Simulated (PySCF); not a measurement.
# How methods differ on the excitation energy of Br⁺

Br⁺ [Ar] 3d10 4s2 4p4 (3P) → Br⁺ [Ar] 3d10 4s2 4p3 5s1 (5S), as a difference of total energies. All numbers are calculated (PySCF 2.14, the spin-free X2C one-electron Hamiltonian (Gaussian nucleus), in aug-cc-pVTZ-DK (7s6p4d2f, 59 functions)). Correlated levels: valence: [Ar] 3d10 frozen. The calculations carry no spin-orbit coupling.

```csv
method,excitation energy (eV)
UHF,10.781
LDA,11.402
PBE,11.259
PBE0,11.394
r2SCAN,11.688
B2PLYP,11.448
M06,11.603
BHandHLYP,11.628
wB97X,12.004
MP2 (valence),11.087
SCS-MP2 (valence),11.299
```

Errors of the correlated levels include the incompleteness of this basis and the frozen core.

Task: Which method comes closest to the reference value, and which is furthest?

Result: The reference is 11.462 eV (measured; NIST levels, between the centres of gravity of the two terms). Closest: B2PLYP (error -0.014 eV); furthest: UHF (error -0.681 eV).
